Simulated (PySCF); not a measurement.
Species: lithium potassium, KLi.
Cartesian coordinates in Å at the PBE0-D3(BJ)/def2-TZVP level; atoms count from 1:
```xyz
2
KLi angstrom
Li     1.7089   -0.0342    0.0033
K     -1.6914    0.0054   -0.0155
```

All values: wB97X-D/pcSseg-2 (PySCF, non-relativistic), on one gas-phase PBE0-D3(BJ)/def2-TZVP geometry that isn't relaxed in the solvent. The solvent is an IEF-PCM continuum (van der Waals radii × 1.2). The model holds no explicit solvent molecules, cavitation or dispersion.

Gas phase at wB97X-D/pcSseg-2: HOMO -4.49 eV, LUMO -0.13 eV, dipole 3.91 D.

Q: What does the continuum do to the energy, the frontier levels and the dipole at wB97X-D/pcSseg-2 in chloroform?

A: 
```tsv
solvent	ε	E(solvent) − E(gas) (kcal/mol)	polarisation term (kcal/mol)	distortion of the solute (kcal/mol)	HOMO (eV)	LUMO (eV)	dipole (D)
chloroform	4.711	-3.43	-4.16	0.73	-4.51	0.28	4.86
```

The first energy column is the sum of the next two and covers electrostatics alone.

Q: Which radius a makes the point-dipole formula ΔE = −[(ε − 1)/(2ε + 1)]·μ²/a³ give the value in chloroform, with the gas-phase dipole?

A: μ = 1.540 au and |ΔE| = 0.00547 Eh give a = 2.84 Å; the farthest nucleus lies 1.70 Å from the centroid of the nuclei. The formula assumes a rigid point dipole at the centre of a sphere.

Q: Give the dipole vector in the frame of the coordinates (D, pointing from negative to positive charge), gas and chloroform.

A: Gas (-3.91, 0.05, -0.02), solvent (-4.86, 0.06, -0.03). Its length changes by +24 % and its direction by less than 1°.

The run took 1.1 s of wall time on Arm Neoverse V1, one thread, shared host with 32 logical CPUs at a one-minute load of 11, and the process peaked at 0.31 GiB of memory. This is the whole shielding run at wB97X-D/pcSseg-2 in chloroform, SCF included.

wB97X-D is run here without its empirical dispersion term; that term would change no orbital, density or response property at a fixed geometry.
